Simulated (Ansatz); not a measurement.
Gas-phase electronic energies from Ansatz, PBE0-D4/def2-TZVP geometries. CBS: MP2 limit from def2 TZ/QZ plus the TZ coupled-cluster correction, frozen cores. Functionals use def2-TZVPP. Each species was taken in one conformer, which may not be the lowest.

Reaction (cleavage of the Si–Si bond): `BO[SiH](N)[SiH3]` + `N=C(O)[SiH3]` → `N=C([SiH3])O[SiH3]` + `BO[SiH2]N`

`BO[SiH](N)[SiH3]`:

```xyz
13

B     1.349   -1.746    0.581
O     1.515   -0.590   -0.082
Si    0.415    0.570   -0.577
N     0.526    2.029    0.296
Si   -1.776   -0.241   -0.369
H     2.319   -2.401    0.844
H     0.244   -2.108    0.903
H     0.807    0.874   -1.975
H     1.268    2.689    0.132
H     0.138    2.126    1.220
H    -2.184   -0.287    1.063
H    -2.694    0.687   -1.084
H    -1.926   -1.600   -0.953
```

`N=C(O)[SiH3]`:

```xyz
9

N    -0.397   -1.077    1.281
C    -0.003   -0.650    0.157
O     0.434   -1.525   -0.768
Si    0.067    1.152   -0.443
H    -0.701   -0.323    1.888
H     0.362   -2.408   -0.372
H    -0.453    1.992    0.665
H     1.468    1.525   -0.756
H    -0.777    1.314   -1.652
```

`N=C([SiH3])O[SiH3]`:

Cartesian coordinates in Å:
```
N -1.421 0.250 -0.026
C -0.203 0.180 0.313
Si 0.605 0.764 1.931
O 0.671 -0.371 -0.549
Si 0.067 -0.932 -2.027
H -2.002 0.679 0.686
H 1.634 1.788 1.626
H 1.234 -0.393 2.613
H -0.467 1.344 2.778
H -0.907 -2.028 -1.833
H 1.293 -1.452 -2.679
H -0.504 0.171 -2.832
```

`BO[SiH2]N`:

```xyz
10

B    -0.932    0.447    1.772
O    -0.857    0.430    0.430
Si    0.440    0.380   -0.613
N     0.547   -1.048   -1.526
H     0.074    0.430    2.436
H    -2.018    0.477    2.281
H     1.673    0.505    0.201
H     0.230    1.508   -1.546
H    -0.069   -1.228   -2.301
H     0.911   -1.901   -1.134
```

| level | ΔE (kJ/mol) |
| --- | --- |
| PBE0-D4 | -70.4 |
| SCS-MP2/def2-TZVPP | -102.9 |

**Question.** What does CCSD(T)/CBS give? (Best estimate.)

**Answer.** Ansatz gave: -89.8 kJ/mol. The listed levels differ from it by 19.4, -13.1 kJ/mol.

Largest T1 diagnostic among the species: 0.014.

From PBE to PBE0 (25 % exact exchange), in def2-TZVPP and without D4, ΔE moves by −7.5 kJ/mol. In def2-TZVPP, CCSD(T) changes the Hartree–Fock value by +21.4 kJ/mol (the triples alone add +2.6 kJ/mol) and MP2 by +12.6 kJ/mol.
